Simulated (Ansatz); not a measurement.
The first iterations of a band of F3GeH (5 atoms, charge 0, multiplicity 1).

Level of theory: RKS B3LYP-D4/def2-SVP in Ansatz 0.2.0.

```
movable images  : 5
climbing image  : yes
spring          : 5.0 eV/Å²
optimiser       : quadratic models (default)
start path      : through a guess of the saddle point
force threshold : 0.05 eV/Å
iteration limit : 60
end points      : relaxed
```

Image 0:

```xyz
5
Properties=species:S:1:pos:R:3
Ge 0.321 0.000 0.136
F 0.297 0.000 1.856
H 1.734 0.000 -0.422
F -0.579 1.378 -0.363
F -0.579 -1.378 -0.363
```

Image 6:

```xyz
5
Properties=species:S:1:pos:R:3
Ge 0.430 0.579 -0.876
F 1.161 -0.016 1.329
H 0.670 -0.784 1.051
F -1.008 1.343 -0.221
F -0.059 -1.122 -0.438
```

| iteration | highest image above the first end (eV) | largest band force component (eV/Å) |
| --- | --- | --- |
| 1 | 3.951 | 15.223 |
| 2 | 2.721 | 2.749 |
| 3 | 2.434 | 1.519 |

Problem. Does the band converge within its limit, and where does its top end?

Solution. The run converged. It ended after 11 iterations with the highest image 2.397 eV above the first end. Neighbouring images differ by up to 1.6 eV, so the band resolves the path poorly. A vibrational analysis at the climbing image gives one clearly imaginary mode, 1301i cm⁻¹: a first-order saddle point. The orbitals stay closed-shell, which can raise the energy where a bond breaks towards radicals; this wasn't checked here.

Time of the run: 2.2 min on 1 thread of Arm Neoverse V2, with other jobs on the host, peak memory 0.16 GiB.
